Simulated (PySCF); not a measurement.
# Correlation energy of Lu⁶²⁺ (lutetium, charge +62)

Starting occupation: [He] 2s2 2p5, 2p1/2 with m_j = +1/2, 2p3/2 with m_j = -3/2, -1/2, +1/2, +3/2. All numbers are calculated (PySCF 2.14, X2C-1e with screened-nucleus spin-orbit coupling, Gaussian nucleus, in an even-tempered Gaussian basis (17 s from 45 bohr⁻², ratio 2.4; 13 p from 59 bohr⁻², ratio 2.4; 5 d from 200 bohr⁻², ratio 2.6; 4 f from 300 bohr⁻², ratio 2.6)). Frozen: nothing; 9 electrons correlated; the 30 highest virtual spinors left out.

MP2 pair energies summed by pair of shells (mhartree):

| pair | energy | share (%) |
| --- | --- | --- |
| 2p3/2-2p3/2 | -101.21 | 27.0 |
| 2p3/2-2s1/2 | -68.79 | 18.3 |
| 1s1/2-1s1/2 | -55.68 | 14.8 |
| 2p1/2-2p3/2 | -55.03 | 14.7 |
| 1s1/2-2p3/2 | -31.14 | 8.3 |
| 2p1/2-2s1/2 | -21.83 | 5.8 |
| 1s1/2-2s1/2 | -16.38 | 4.4 |
| 2s1/2-2s1/2 | -14.22 | 3.8 |
| 1s1/2-2p1/2 | -10.82 | 2.9 |

Total MP2 correlation energy: -375.11 mhartree.

At this charge the one-electron X2C treatment keeps the bare 1/r₁₂, with no two-electron picture change or Breit term. That inflates the 1s pair energies well beyond their four-component values.
